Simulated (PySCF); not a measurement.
## Spin states and ions at one geometry of Y2S3

PySCF 2.14.0, RKS PBE0, Y def2-SVP with ECP28, S def2-SVP; non-relativistic Hamiltonian with scalar-relativistic core potentials where named; density fitting; no spin-orbit coupling; singlets restricted, open shells unrestricted. The geometry is relaxed for charge 0, singlet, vacuum:

```xyz
5

Y    -0.6183   -0.0566    2.3087
Y    -0.6183   -0.0566   -2.3087
S    -1.6642   -0.1522    0.0000
S     1.6395    0.1500    2.6678
S     1.6395    0.1500   -2.6678
```

Energies count from the relaxed state; an electron taken off or put on is at rest in vacuum. Charges and spins are Mulliken's.

| state | energy (eV) | spin squared | charge on Y1 (e) | spin on Y1 (e) | dipole about the centre of mass (D) |
| --- | --- | --- | --- | --- | --- |
| charge 0, singlet, vacuum | 0.00 | 0.00 | 0.63 | 0.00 | 12.13 |
| charge 0, triplet, vacuum | 2.11 | 2.01 | 0.50 | 0.49 | 7.03 |
| charge +1, doublet, vacuum | 7.23 | 0.77 | 0.91 | -0.04 | 8.90 |

Question: What does the state charge -1, doublet, vacuum give?

Answer: energy (eV) -1.54, spin squared 0.75, charge on Y1 (e) 0.20, spin on Y1 (e) 0.53, dipole about the centre of mass (D) 8.51.

With an electron taken off (doublet) the charges change, summed by element, by Y +0.57 e, S +0.43 e. The vertical ionisation energy is 7.23 eV, against −ε(HOMO) = 5.69 eV of the relaxed state. The level lies 1.5 eV too high, as is usual for semilocal functionals and global hybrids, which keep a self-interaction error.

With an electron put on (doublet) the charges change, summed by element, by Y -0.86 e, S -0.14 e. The vertical electron affinity is 1.54 eV, against −ε(LUMO) = 2.54 eV of the relaxed state. The basis has no diffuse functions, which an added electron needs.

Open shells may have lower solutions than those found.

A frequency check found unstable modes (1, the lowest at -30 cm⁻¹), so the relaxed geometry is a saddle point, or these are noise.
